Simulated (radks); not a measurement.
Values are calculated unless marked as measured or tabulated.
Ionisation of Dy3+, [Xe] 4f9, to Dy4+, [Xe] 4f8, under several functionals. Dirac Kohn-Sham, spin-unpolarised, spherical densities, finite nucleus; open shells fill j = l - 1/2 first; a radial shooting solver on a logarithmic mesh with Libxc functionals.

[
 {"functional": "BLYP", "E(Dy3+) (hartree)": "-12166.4692", "Exc (hartree)": "-264.2907", "IE (eV)": "43.815", "-e(HOMO) (eV)": "33.906", "<r> HOMO (bohr)": "0.8138", "IE error (eV)": "+2.585"},
 {"functional": "RPBE", "E(Dy3+) (hartree)": "-12166.0530", "Exc (hartree)": "-263.8825", "IE (eV)": "43.941", "-e(HOMO) (eV)": "34.016", "<r> HOMO (bohr)": "0.8131", "IE error (eV)": "+2.711"},
 {"functional": "revPBE", "E(Dy3+) (hartree)": "-12165.9338", "Exc (hartree)": "-263.7630", "IE (eV)": "43.942", "-e(HOMO) (eV)": "34.015", "<r> HOMO (bohr)": "0.8129", "IE error (eV)": "+2.712"},
 {"functional": "LDA (Slater exchange, Perdew-Zunger correlation)", "E(Dy3+) (hartree)": "-12157.6815", "Exc (hartree)": "-255.4285", "IE (eV)": "44.358", "-e(HOMO) (eV)": "34.422", "<r> HOMO (bohr)": "0.8122", "IE error (eV)": "+3.128"},
 {"functional": "PBE", "E(Dy3+) (hartree)": "-12165.6190", "Exc (hartree)": "-263.4431", "IE (eV)": "44.009", "-e(HOMO) (eV)": "34.083", "<r> HOMO (bohr)": "0.8129", "IE error (eV)": "+2.779"},
 {"functional": "Wu-Cohen GGA", "E(Dy3+) (hartree)": "-12164.6314", "Exc (hartree)": "-262.4504", "IE (eV)": "44.067", "-e(HOMO) (eV)": "34.135", "<r> HOMO (bohr)": "0.8127", "IE error (eV)": "+2.837"},
 {"functional": "B86b exchange with PBE correlation", "E(Dy3+) (hartree)": "-12166.6603", "Exc (hartree)": "-264.4961", "IE (eV)": "44.028", "-e(HOMO) (eV)": "34.102", "<r> HOMO (bohr)": "0.8128", "IE error (eV)": "+2.798"},
 {"functional": "PBEsol", "E(Dy3+) (hartree)": "-12161.6001", "Exc (hartree)": "-259.3829", "IE (eV)": "44.063", "-e(HOMO) (eV)": "34.133", "<r> HOMO (bohr)": "0.8127", "IE error (eV)": "+2.833"},
 {"functional": "PW91", "E(Dy3+) (hartree)": "-12166.9890", "Exc (hartree)": "-264.8311", "IE (eV)": "44.110", "-e(HOMO) (eV)": "34.181", "<r> HOMO (bohr)": "0.8128", "IE error (eV)": "+2.880"}
]

NIST Atomic Spectra Database: 41.2 eV (semi-empirical). Closest: BLYP. The Delta-SCF values span 0.54 eV, the total energies 9.31 hartree. The highest occupied level is 4f7/2. Spin polarisation and multiplet splitting are left out, so open shells lie too high by an amount that depends on their filling.

Beside tabulated values, note that spin-unpolarised runs miss the spin-polarisation part of the exchange energy of open shells. No tabulated value is given for the 4+ ions of Nd, Pm and Eu to Yb, where it belongs to another shell than the one emptied here.
